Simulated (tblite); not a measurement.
Compound: 1,2-dichloropentane, C₅H₁₀Cl₂.
Atom-mapped SMILES: `[CH3:1][CH2:2][CH2:3][C@H:4]([Cl:5])[CH2:6][Cl:7]` (hydrogens: H8, H9, H10 on C1; H11, H12 on C2; H13, H14 on C3; H15 on C4; H16, H17 on C6)

Computed with GFN2-xTB (tblite), gas phase: Langevin dynamics at 200 K from the optimised GFN2-xTB geometry, time step 0.5 fs, friction 0.01 fs⁻¹, 2000 steps. The instantaneous temperature is 2·E(kin)/(3Nk) with all 3N coordinates.

```
t (fs)  T (K)  E(pot) above start (eV)  C1–C2 (Å)  C2–C3 (Å)  C3–C4 (Å)  C4–Cl5 (Å)  C4–C6 (Å)  C1–H8 (Å)  C1–C2–C3–C4 (°)
     0    173                    0.000      1.523      1.527      1.521       1.794      1.520      1.088             -176
    25    119                    0.286      1.516      1.584      1.512       1.800      1.527      1.120             -178
    50    134                    0.328      1.524      1.578      1.493       1.824      1.538      1.082             -178
    75    192                    0.184      1.527      1.560      1.525       1.789      1.560      1.080              180
   100    128                    0.300      1.537      1.509      1.551       1.765      1.511      1.115              177
   125    114                    0.441      1.554      1.525      1.501       1.802      1.463      1.115             -176
   150    198                    0.236      1.534      1.529      1.513       1.841      1.543      1.071             -169
   175    166                    0.329      1.505      1.520      1.522       1.752      1.581      1.086             -169
   200    170                    0.421      1.523      1.520      1.494       1.867      1.564      1.139             -167
   225    187                    0.393      1.570      1.567      1.507       1.774      1.519      1.077             -179
   250    160                    0.331      1.538      1.530      1.546       1.856      1.493      1.070              180
   275    178                    0.323      1.534      1.504      1.535       1.735      1.489      1.113              177
   300    179                    0.458      1.530      1.519      1.534       1.854      1.518      1.095              179
   325    244                    0.325      1.526      1.533      1.524       1.794      1.528      1.080             -174
   350    191                    0.440      1.513      1.549      1.500       1.839      1.510      1.088             -172
   375    191                    0.432      1.542      1.557      1.517       1.756      1.507      1.097             -170
   400    192                    0.314      1.519      1.542      1.569       1.769      1.547      1.085             -171
   425    210                    0.253      1.525      1.527      1.534       1.782      1.502      1.082              179
   450    151                    0.356      1.542      1.513      1.540       1.827      1.502      1.102              172
   475    161                    0.318      1.532      1.552      1.531       1.802      1.533      1.101              175
   500    202                    0.318      1.504      1.518      1.502       1.831      1.509      1.083             -175
   525    185                    0.403      1.491      1.539      1.573       1.770      1.584      1.105             -166
   550    227                    0.436      1.509      1.530      1.493       1.846      1.541      1.119             -161
   575    241                    0.388      1.565      1.567      1.494       1.814      1.505      1.078             -152
   600    206                    0.408      1.515      1.542      1.546       1.757      1.481      1.096             -146
   625    238                    0.323      1.490      1.491      1.531       1.799      1.482      1.100             -149
   650    214                    0.483      1.527      1.503      1.544       1.810      1.521      1.066             -153
   675    241                    0.548      1.555      1.552      1.533       1.809      1.589      1.079             -156
   700    219                    0.592      1.531      1.544      1.487       1.794      1.519      1.112             -169
   725    233                    0.628      1.483      1.539      1.553       1.798      1.560      1.087             -178
   750    320                    0.429      1.503      1.547      1.545       1.696      1.580      1.094              177
   775    274                    0.462      1.524      1.546      1.511       1.889      1.482      1.073              172
   800    220                    0.491      1.553      1.524      1.469       1.794      1.490      1.091              163
   825    221                    0.413      1.563      1.487      1.577       1.850      1.538      1.052              166
   850    192                    0.464      1.528      1.447      1.553       1.718      1.545      1.102              169
   875    254                    0.307      1.545      1.523      1.526       1.838      1.510      1.128              171
   900    202                    0.533      1.556      1.613      1.556       1.801      1.489      1.084              175
   925    209                    0.451      1.474      1.527      1.507       1.834      1.519      1.058              176
   950    236                    0.362      1.520      1.500      1.479       1.747      1.555      1.120              176
   975    253                    0.471      1.615      1.548      1.501       1.795      1.558      1.100              171
  1000    233                    0.322      1.513      1.474      1.508       1.790      1.534      1.071              169
```

Q: From 500 fs on, how do temperature and potential energy compare with equipartition?

A: The mean temperature of these 21 frames is 230 K against the target 200 K, and the mean potential energy 0.44 eV against 45 × kT/2 = 0.39 eV for 45 classical harmonic modes. For 17 atoms in a canonical ensemble the temperature itself scatters by T·√(2/(3N)) = 40 K; here its standard deviation is 29 K. The whole run lasts only 10 friction times of 100 fs, so these averages carry a wide statistical error.

Q: What are the kinetic and total energies of the listed frame with the highest potential energy?

A: The one at 725 fs, 0.628 eV above the start. Its kinetic energy is 3NkT/2 = 0.512 eV at 233 K, so the sum is 1.14 eV; over the listed frames the sum runs from 0.38 to 1.14 eV, since the thermostat adds and removes energy.

Q: How much do the listed bonds fluctuate from 500 fs on?

A: 
```json
{"bond": "C1–C2", "at the start (Å)": "1.523", "mean (Å)": "1.527", "standard deviation (Å)": "0.033"}
{"bond": "C2–C3", "at the start (Å)": "1.527", "mean (Å)": "1.527", "standard deviation (Å)": "0.035"}
{"bond": "C3–C4", "at the start (Å)": "1.521", "mean (Å)": "1.523", "standard deviation (Å)": "0.030"}
{"bond": "C4–Cl5", "at the start (Å)": "1.794", "mean (Å)": "1.799", "standard deviation (Å)": "0.044"}
{"bond": "C4–C6", "at the start (Å)": "1.520", "mean (Å)": "1.528", "standard deviation (Å)": "0.034"}
{"bond": "C1–H8", "at the start (Å)": "1.088", "mean (Å)": "1.090", "standard deviation (Å)": "0.020"}
```

The motion is classical and holds no zero-point motion.

What follows is the cost of the whole dynamics run. Time: 15 s; peak memory 0.18 GiB. Hardware: one thread of an Intel Xeon Platinum 8488C, on a shared host.
